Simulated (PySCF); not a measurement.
## UHF on C(2+) (carbon, charge +2)

Configuration: [He] 2s2, closed-shell 1S. Calculation: PySCF 2.14, in jorge-DZP-DKH; the spin-free X2C one-electron Hamiltonian (Gaussian nucleus).

* Total energy: -36.418656 hartree
* One-electron energy: -44.1381 hartree
* Hartree (Coulomb) energy: 12.0351 hartree
* Exchange energy: -4.3156 hartree
* ⟨S²⟩: 0.0000
* ⟨L²⟩: 0.000
* Sum of ⟨r⟩: 3.286 bohr
* Sum of ⟨r²⟩: 4.679 bohr²
* Langevin diamagnetic susceptibility: -3.71 ×10⁻⁶ cm³/mol
* Time after the integrals: 0.05 s of wall time on 1 thread of Neoverse-N1 (shared host)

```
shell  electrons  mean orbital energy (hartree)  rms radius, mean of both spins (bohr)
   1s          2                      -12.65630                                  0.310
   2s          2                       -1.69329                                   1.50
```
